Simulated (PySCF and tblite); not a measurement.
Results of a calculation; reference values are marked as such.
C₆H₁₁F, numbered as in [F:1][CH:2]1[CH2:3][CH2:4][CH2:5][CH2:6][CH2:7]1. The same 2 conformers on PBE0-D3(BJ)/def2-SVP geometries, with only the solvent of the single-point energies changed (functional PBE0, basis set def2-TZVP, D3(BJ) where defined; PySCF).

The 6-ring runs over atoms 2–3–4–5–6–7.

| conformer | shape | symmetry | dipole D |
| --- | --- | --- | --- |
| 1 | 6-ring chair (all substituents equatorial) | Cs | 2.04 |
| 2 | 6-ring chair (F1 axial) | Cs | 1.68 |

Energies (kcal/mol) above conformer 1 and its weight at 298.15 K (thermal terms from GFN2-xTB):

| solvent | E(2) − E(1) | weight of 1 (%) | dipole of 1 (D) | of 2 |
| --- | --- | --- | --- | --- |
| gas phase | 0.30 | 63 | 2.04 | 1.68 |
| cyclohexane | ? | ? | ? | ? |
| chloroform | 0.53 | 71 | 2.41 | 2.08 |
| acetone | 0.57 | 73 | 2.53 | 2.25 |
| water | 0.58 | 73 | 2.56 | 2.30 |

Task: What does cyclohexane give?

Result: E(2) − E(1) = 0.44 kcal/mol, weight of conformer 1 68 %, dipoles 2.24 and 1.88 D.

Task: How much does the choice of solvent matter?

Result: The widest range is that of E(2) − E(1), which runs from 0.30 (gas phase) to 0.58 kcal/mol (water), a spread of 0.28, against RT = 0.59.
